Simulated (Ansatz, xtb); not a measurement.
# Two isomers of C5H2ClNS

Structure I is `C#Cc1scnc1Cl`, a singlet and structure II is `C#Cc1cnc(Cl)s1`, a singlet. Both are isolated molecules in the gas phase, relaxed with PBE0-D3(BJ)/def2-SVP.

Quicker runs give these differences E(II) − E(I): GFN2-xTB +0.84 kcal/mol; HF/STO-3G +0.79 kcal/mol (at GFN2-xTB geometries); r2SCAN-D4/def2-SVP +0.41 kcal/mol (at GFN2-xTB geometries).

Q: Estimate E(II) − E(I) at the level CCSD(T)/def2-SVP + ΔMP2/def2-TZVPP.

A: CCSD(T)/def2-SVP + ΔMP2/def2-TZVPP gives E(II) − E(I) = +0.85 kcal/mol, slightly favouring structure I, which is too small a margin to settle the true order.

The same difference at several levels:

```json
{"level": "GFN2-xTB", "geometry": "GFN2-xTB", "E(II) − E(I) (kcal/mol)": "+0.84", "departure from the last row (kcal/mol)": "−0.02", "job, with rough time for the two": "optimisation, 0.63 s"}
{"level": "HF/STO-3G", "geometry": "GFN2-xTB", "E(II) − E(I) (kcal/mol)": "+0.79", "departure from the last row (kcal/mol)": "−0.06", "job, with rough time for the two": "single point, 2.4 s"}
{"level": "r2SCAN-D4/def2-SVP", "geometry": "GFN2-xTB", "E(II) − E(I) (kcal/mol)": "+0.41", "departure from the last row (kcal/mol)": "−0.44", "job, with rough time for the two": "single point, 12 s"}
{"level": "PBE0-D3(BJ)/def2-SVP", "geometry": "PBE0-D3(BJ)/def2-SVP", "E(II) − E(I) (kcal/mol)": "+0.46", "departure from the last row (kcal/mol)": "−0.39", "job, with rough time for the two": "optimisation, 2.1 min"}
{"level": "HF/def2-SVP", "geometry": "PBE0-D3(BJ)/def2-SVP", "E(II) − E(I) (kcal/mol)": "+0.13", "departure from the last row (kcal/mol)": "−0.73", "job, with rough time for the two": "part of the CCSD(T) run"}
{"level": "MP2/def2-SVP", "geometry": "PBE0-D3(BJ)/def2-SVP", "E(II) − E(I) (kcal/mol)": "+1.05", "departure from the last row (kcal/mol)": "+0.19", "job, with rough time for the two": "part of the CCSD(T) run"}
{"level": "CCSD(T)/def2-SVP", "geometry": "PBE0-D3(BJ)/def2-SVP", "E(II) − E(I) (kcal/mol)": "+0.66", "departure from the last row (kcal/mol)": "−0.19", "job, with rough time for the two": "single point"}
{"level": "CCSD(T)/def2-SVP + ΔMP2/def2-TZVPP", "geometry": "PBE0-D3(BJ)/def2-SVP", "E(II) − E(I) (kcal/mol)": "+0.85", "departure from the last row (kcal/mol)": "", "job, with rough time for the two": "single point, 2.9 min"}
```

As drawn, both hold the same kinds of bond in the same numbers.

The largest departure from CCSD(T)/def2-SVP + ΔMP2/def2-TZVPP is that of HF/def2-SVP, 0.73 kcal/mol. The last row adds to CCSD(T) the change of the MP2 difference between the two basis sets, here +0.19 kcal/mol.

With thermal terms from frequencies at re-optimised GFN2-xTB minima (ideal gas, soft modes damped towards free rotors, one conformer each, 298.15 K, 1 atm): on the last row, ΔE + ΔZPE = +0.85, ΔH = +0.86, ΔG = +0.87 kcal/mol.

The correlated steps freeze 16 core orbitals. Programs: Ansatz 0.2.0, xtb 6.7.1; the last row on 2 threads of Intel(R) Xeon(R) Processor @ 2.50GHz (Skylake/Cascade Lake) on a shared host.
